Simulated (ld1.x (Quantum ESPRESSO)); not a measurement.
**What the settings do to the TM semilocal potential of O (Z = 8)**

Base potential:

- Element: oxygen
- Generator: ld1.x (Quantum ESPRESSO) 7.5
- Type: norm-conserving Troullier–Martins (semilocal form)
- Functional: PBE
- Relativity: non-relativistic
- Frozen core: [He]
- Valence charge: 6
- Reference configuration: 2s1.75 2p4.25
- Partial waves: 2p (bound): rc 1.95 bohr; 3d channel at -0.15 Ry: rc 1.95 bohr; 2s (bound): rc 0.90 bohr
- Local potential: the s channel
- Core correction: none

Cutoffs, loose and tight: the cutoffs (Ry, on a coarse ladder) from which the occupation-weighted sum of valence levels, in a spherical-Bessel basis at the reference potential, stays within 10 and 1 mRy of its value at 400 Ry. They do not see the model core or the augmentation charge, which bear on the density cutoff. Test errors are all-electron minus pseudo excitation energies from the reference, over the configurations 2s2 2p4; 2s2 2p3; 2s2 2p2; 2s1 2p5; 2s2 2p4.3; 2s0 2p6; 2s2 2p0. A dash means not determined; rows that change the core or the reference have their own tests.

In the semilocal form every listed channel keeps its own potential, so the choice of the local channel does not act on these tests. It acts once the file is put into the separable form.

A semilocal file is local in each channel, so a ghost entry of none says nothing of the separable form that plane-wave codes build from it.

```csv
change,outcome,"cutoff, loose","cutoff, tight",bound ghosts,largest test error (meV)
base,generated,70 Ry,160 Ry,none,+6069
wave 2s (bound): rc 0.90 bohr becomes 2s (bound): rc 1.20 bohr,generated,45 Ry,100 Ry,none,+6346
wave 3d channel at -0.15 Ry: rc 1.95 bohr becomes 3d channel at 0.19 Ry: rc 1.95 bohr,generated,70 Ry,160 Ry,none,+6069
core correction a·sin(br)/r model core inside 0.94 bohr,generated,70 Ry,160 Ry,none,+6067
local potential the d channel,generated,70 Ry,160 Ry,none,+6070
"all radii scaled by about 1.29 (s 1.16, p 2.52, d 2.52 bohr)",generated,45 Ry,110 Ry,none,+12656
scalar-relativistic,generated,70 Ry,160 Ry,none,+6071
reference 2s2 2p4,generated,70 Ry,160 Ry,none,+5731
wave 3d channel at -0.15 Ry: rc 1.95 bohr becomes 3d channel at -0.15 Ry: rc 2.52 bohr,generated,70 Ry,160 Ry,none,+6069
```

**Question.** What comes out with this change to the base: wave 2p (bound): rc 1.95 bohr becomes 2p (bound): rc 2.60 bohr?

**Answer.** outcome: generated; cutoff, loose: 70 Ry; cutoff, tight: 160 Ry; bound ghosts: none; largest test error (meV): +13359.
